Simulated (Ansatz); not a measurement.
Isolated molecules relaxed with PBE0-D4/def2-TZVP in Ansatz; ΔE leaves out vibrations. CBS: MP2 limit from def2 TZ/QZ plus the TZ coupled-cluster correction, frozen cores. This one scheme is used for every species. For Ge outer-core shells are correlated without core-valence functions, which leaves a few kJ/mol of doubt a bond. Scalar relativity is left out up to krypton. Each species was taken in one conformer, which may not be the lowest.

Reaction (formal exchange of groups at the Si–S bond): `BO[SiH2]SC` + `[F][GeH3]` → `BO[SiH2][GeH2][F]` + CH₃SH

`BO[SiH2]SC`:

Z-matrix (Å, degrees):
```
Si
O 1 1.660
S 1 2.108 2 112.1
H 1 1.478 2 107.6 3 117.0
H 1 1.486 2 107.5 3 -121.1
B 2 1.347 1 130.7 3 99.3
C 3 1.818 1 99.4 2 -69.4
H 6 1.205 2 120.0 1 1.7
H 6 1.198 2 118.2 1 -178.1
H 7 1.090 3 111.1 1 69.2
H 7 1.090 3 111.1 1 -53.7
H 7 1.089 3 106.7 1 -172.4
```

`[F][GeH3]`:

Cartesian coordinates in Å:
```
F 1.577 -0.376 -0.311
Ge -0.087 0.021 0.017
H -0.891 -1.260 -0.234
H -0.140 0.468 1.483
H -0.459 1.147 -0.954
```

`BO[SiH2][GeH2][F]`:

Z-matrix (Å, degrees):
```
Si
O 1 1.657
Ge 1 2.389 2 107.9
H 1 1.485 2 108.0 3 -119.0
H 1 1.486 2 110.6 3 120.6
B 2 1.350 1 131.6 3 -108.7
F 3 1.752 1 105.2 2 61.6
H 3 1.538 1 114.8 2 -53.8
H 3 1.540 1 114.2 2 177.1
H 6 1.203 2 119.9 1 -3.1
H 6 1.197 2 117.8 1 177.3
```

CH₃SH:

```xyz
6

C    -0.401    0.245    0.144
S     1.368   -0.118    0.092
H    -0.780    0.526   -0.838
H    -0.517    1.095    0.817
H    -0.970   -0.594    0.543
H     1.300   -1.154   -0.757
```

```
          level  ΔE (eV)
CCSD/def2-TZVPP     0.61
  HF/def2-QZVPP     0.63
```

(1) What does CCSD(T)/CBS give? (An estimate is asked.)

Largest T1 diagnostic among the species: 0.013.

## Answers

(1) The calculation gave: +0.65 eV. The listed levels differ from it by -0.04, -0.02 eV.

The D4 term adds +0.05 eV with B3LYP and +0.03 eV with PBE0; it sums over pairs of atoms, weighted by their polarisabilities, and B3LYP, whose exchange is more repulsive, gets the larger term. From PBE to PBE0 (25 % exact exchange), in def2-TZVPP and without D4, ΔE moves by +0.04 eV.

B3LYP here is the variant with VWN-RPA as its local correlation; programs differ in this.
